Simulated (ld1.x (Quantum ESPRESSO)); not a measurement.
## PBE PAW dataset for nickel, fully relativistic all-electron reference.

ld1.x (Quantum ESPRESSO) 7.5 was run on this input:

```
&input
   title='Ni', zed=28., rel=2, dft='PBE', iswitch=3,
   config='[Ar] 3d8 4s2 4p0', rel_dist='average',
   nld=5, rlderiv=1.70, eminld=-10.0, emaxld=5.0, deld=0.04
 /
 &inputp
   pseudotype=3, lpaw=.true., tm=.true., lloc=-1, rcloc=1.10,
   nlcc=.true., new_core_ps=.true., rcore=1.15,
   which_augfun='BESSEL', rmatch_augfun=0.75,
   file_pseudopw='Ni.UPF', file_wfcaegen='ae.wfc', file_wfcncgen='nc.wfc', file_beta='beta', file_chi='chi', file_wfcusgen='us.wfc'
 /
6
3S  1  0   2.00   0.00  1.00  1.15  0.0
4S  2  0   2.00   0.00  1.00  1.15  0.0
3P  2  1   6.00   0.00  1.40  1.55  0.0
4P  3  1   0.00   0.00  1.40  1.55  0.0
3D  3  2   8.00   0.00  1.35  1.50  0.0
3D  3  2   0.00   1.60  1.35  1.50  0.0
 &test
   configts(1)='3s2 3p6 3d8 4s2 4p0'
 /
```

Command:

```bash
ld1.x < Ni.in > Ni.out
```

Resulting log (shortened: banner, matrices, multipoles, cross overlaps and the repeated all-electron block are left out):

```
Program LD1 v.7.5
     --------------------------- All-electron run ----------------------------

     Ni
     dirac relativistic calculation

     atomic number is 28.00
     dft =PBE   lsd =0 sic =0 latt =0  beta=0.20 tr2=1.0E-14
     Exchange-correlation= PBE
                           (   1   4   3   4   0   0   0)
     mesh =1195 r(mesh) =  98.77016 a.u. xmin = -7.00 dx = 0.01250
     1 Ry =  13.60569312 eV, c = 137.03599908

     n l j   nl                  e(Ry)          e(Ha)          e(eV)
     Spin orbit split results
     1 0 0.5 1S 1( 2.00)      -603.4398      -301.7199     -8210.2166
     2 0 0.5 2S 1( 2.00)       -72.1398       -36.0699      -981.5117
     2 1 0.5 2P 1( 2.00)       -62.9226       -31.4613      -856.1050
     2 1 1.5 2P 1( 4.00)       -61.6376       -30.8188      -838.6220
     3 0 0.5 3S 1( 2.00)        -8.1606        -4.0803      -111.0301
     3 1 0.5 3P 1( 2.00)        -5.3546        -2.6773       -72.8526
     3 1 1.5 3P 1( 4.00)        -5.1923        -2.5961       -70.6444
     3 2 1.5 3D 1( 3.20)        -0.6628        -0.3314        -9.0176
     3 2 2.5 3D 1( 4.80)        -0.6452        -0.3226        -8.7783
     4 0 0.5 4S 1( 2.00)        -0.4147        -0.2073        -5.6422
     4 1 0.5 4P 1( 0.00)        -0.0926        -0.0463        -1.2599
     4 1 1.5 4P 1( 0.00)        -0.0888        -0.0444        -1.2085
     Averaged results
     1 0     1S 1( 2.00)      -603.4398      -301.7199     -8210.2166
     2 0     2S 1( 2.00)       -72.1398       -36.0699      -981.5117
     2 1     2P 1( 6.00)       -62.0659       -31.0330      -844.4497
     3 0     3S 1( 2.00)        -8.1606        -4.0803      -111.0301
     3 1     3P 1( 6.00)        -5.2464        -2.6232       -71.3805
     3 2     3D 1( 8.00)        -0.6522        -0.3261        -8.8740
     4 0     4S 1( 2.00)        -0.4147        -0.2073        -5.6422
     4 1     4P 1( 0.00)        -0.0901        -0.0450        -1.2256

     final scf error:  7.4E-15 reached in  37 iterations

     Etot =   -3041.161311 Ry,   -1520.580656 Ha,  -41377.107538 eV

     Ekin =    3090.347131 Ry,    1545.173565 Ha,   42046.314705 eV
     Encl =   -7306.506790 Ry,   -3653.253395 Ha,  -99410.089190 eV
     Eh   =    1301.553227 Ry,     650.776614 Ha,   17708.533796 eV
     Exc  =    -126.554879 Ry,     -63.277440 Ha,   -1721.866848 eV

     normalization and overlap integrals

     s(1S/1S) =  1.000000  <r> =   0.0541  <r2> =    0.0039  r(max) =   0.0353
     s(2S/2S) =  1.000000  <r> =   0.2447  <r2> =    0.0707  r(max) =   0.2055
     s(2P/2P) =  1.000000  <r> =   0.2131  <r2> =    0.0558  r(max) =   0.1641
     s(2P/2P) =  1.000000  <r> =   0.2163  <r2> =    0.0574  r(max) =   0.1662
     s(3S/3S) =  1.000000  <r> =   0.7399  <r2> =    0.6327  r(max) =   0.6410
     s(3P/3P) =  1.000000  <r> =   0.7717  <r2> =    0.7036  r(max) =   0.6410
     s(3P/3P) =  1.000000  <r> =   0.7818  <r2> =    0.7222  r(max) =   0.6491
     s(3D/3D) =  1.000000  <r> =   1.0063  <r2> =    1.3745  r(max) =   0.6252
     s(3D/3D) =  1.000000  <r> =   1.0141  <r2> =    1.3982  r(max) =   0.6331
     s(4S/4S) =  1.000000  <r> =   2.8075  <r2> =    9.2356  r(max) =   2.2374
     s(4P/4P) =  1.000000  <r> =   4.3382  <r2> =   22.9910  r(max) =   3.1355
     s(4P/4P) =  1.000000  <r> =   4.4090  <r2> =   23.7462  r(max) =   3.2149

     ------------------------ End of All-electron run ------------------------

     --------------------- Generating PAW atomic setup --------------------

      Generating local potential from pseudized AE potential:
      Matching radius rcloc =   1.1000

      Local pseudo, rcloc= 1.097 Estimated cut-off energy=    20.69 Ry

      Computing core charge for nlcc:

       r > 1.15 : true rho core
      Core charge pseudized with two Bessel functions
      Integrated core pseudo-charge :   0.00

     Fully relativistic calculation: |psi|^2

     Wfc 3S LC norm =  0.99957950 SC norm =  0.00042032 missing  0.00000018
     Speed at rcutus      1.123 a.u.,  v/c =  0.008194,  (v/c)^2 = -0.00006715

     Wfc 4S LC norm =  0.99996604 SC norm =  0.00003018 missing  0.00000378
     Speed at rcutus      0.498 a.u.,  v/c =  0.003638,  (v/c)^2 =  0.00001323

     Wfc 3P LC norm =  0.99962423 SC norm =  0.00037561 missing  0.00000016
     Speed at rcutus      0.532 a.u.,  v/c =  0.003881,  (v/c)^2 = -0.00001507

     Wfc 3P LC norm =  0.99963191 SC norm =  0.00036751 missing  0.00000058
     Speed at rcutus      0.536 a.u.,  v/c =  0.003911,  (v/c)^2 = -0.00001529

     Wfc 4P LC norm =  0.99998601 SC norm =  0.00001249 missing  0.00000150
     Speed at rcutus      0.391 a.u.,  v/c =  0.002851,  (v/c)^2 =  0.00000813

     Wfc 4P LC norm =  0.99998646 SC norm =  0.00000930 missing  0.00000424
     Speed at rcutus      0.375 a.u.,  v/c =  0.002735,  (v/c)^2 =  0.00000748

     Wfc 3D LC norm =  0.99976012 SC norm =  0.00023986 missing  0.00000002
     Speed at rcutus      0.719 a.u.,  v/c =  0.005246,  (v/c)^2 =  0.00002753

     Wfc 3D LC norm =  0.99976252 SC norm =  0.00023295 missing  0.00000453
     Speed at rcutus      0.726 a.u.,  v/c =  0.005300,  (v/c)^2 =  0.00002809
      Wfc-us  3S rcutus= 1.153  Estimated cut-off energy=    40.07 Ry
      Wfc-us  4S rcutus= 1.153  Estimated cut-off energy=    80.32 Ry
      Wfc-us  3P rcutus= 1.557  Estimated cut-off energy=    35.83 Ry
      Wfc-us  3P rcutus= 1.557  Estimated cut-off energy=    35.75 Ry
      Wfc-us  4P rcutus= 1.557  Estimated cut-off energy=    67.97 Ry
      Wfc-us  4P rcutus= 1.557  Estimated cut-off energy=    67.82 Ry
      Wfc-us  3D rcutus= 1.519  Estimated cut-off energy=    50.62 Ry
      Wfc-us  3D rcutus= 1.519  Estimated cut-off energy=    50.60 Ry
      Wfc-us  3D rcutus= 1.519  Estimated cut-off energy=    90.99 Ry
      Wfc-us  3D rcutus= 1.519  Estimated cut-off energy=    90.84 Ry

     Required augmentation: BESSEL   radius:    0.750000
     Suggested rho cutoff for augmentation: 174.58 Ry

     Estimated PAW energy = -428.716509 Ryd

     ------------------- End of pseudopotential generation -------------------

     Computing logarithmic derivative in   1.71012
     Computing logarithmic derivative in   1.71012
     Computing the partial wave expansion
     R is outside the sphere for l=    0 j= 0.50
     R is outside the sphere for l=    0 j= 0.50
     R is outside the sphere for l=    1 j= 0.50
     R is outside the sphere for l=    1 j= 0.50
     R is outside the sphere for l=    1 j= 1.50
     R is outside the sphere for l=    1 j= 1.50
     R is outside the sphere for l=    2 j= 1.50
     R is outside the sphere for l=    2 j= 1.50
     R is outside the sphere for l=    2 j= 2.50
     R is outside the sphere for l=    2 j= 2.50

     ---------------------- Testing the pseudopotential ----------------------

     Ni
     dirac relativistic calculation

     atomic number is 28.00   valence charge is 18.00
     dft = SLA  PW   PBX  PBC   lsd =0 sic =0 latt =0  beta=0.20 tr2=1.0E-14
     mesh =1195 r(mesh) =  98.77016 xmin = -7.00 dx = 0.01250

     n l  j  nl             e AE (Ry)       e PS (Ry)    De AE-PS (Ry)
     1 0 0.5 3S   1( 2.00)       -8.16056       -8.16058        0.00002
     2 1 0.5 3P   1( 2.00)       -5.35457       -5.35456       -0.00001
     2 1 1.5 3P   1( 4.00)       -5.19227       -5.19226       -0.00001
     3 2 1.5 3D   1( 3.20)       -0.66278       -0.66278       -0.00001
     3 2 2.5 3D   1( 4.80)       -0.64520       -0.64519       -0.00000
     2 0 0.5 4S   1( 2.00)       -0.41469       -0.41469       -0.00000
     3 1 0.5 4P   1( 0.00)       -0.09260       -0.09260        0.00000
     3 1 1.5 4P   1( 0.00)       -0.08882       -0.08883        0.00001

     eps = 6.1E-16  iter =  8

     Etot =   -3041.161311 Ry,   -1520.580656 Ha,  -41377.107538 eV
     Etotps =  -428.716278 Ry,    -214.358139 Ha,   -5832.982118 eV

     Ekin =     381.487095 Ry,     190.743548 Ha,    5190.396347 eV
     Encl =    -980.054480 Ry,    -490.027240 Ha,  -13334.320501 eV
     Ehrt =     296.406033 Ry,     148.203017 Ha,    4032.809530 eV
     Ecxc =    -126.554927 Ry,     -63.277463 Ha,   -1721.867494 eV
     (Ecc =      -0.000996 Ry,      -0.000498 Ha,      -0.013558 eV)

     ---------------------- End of pseudopotential test ----------------------
```

Generation and configuration tests took about 4.8 s on one core of a shared server CPU.
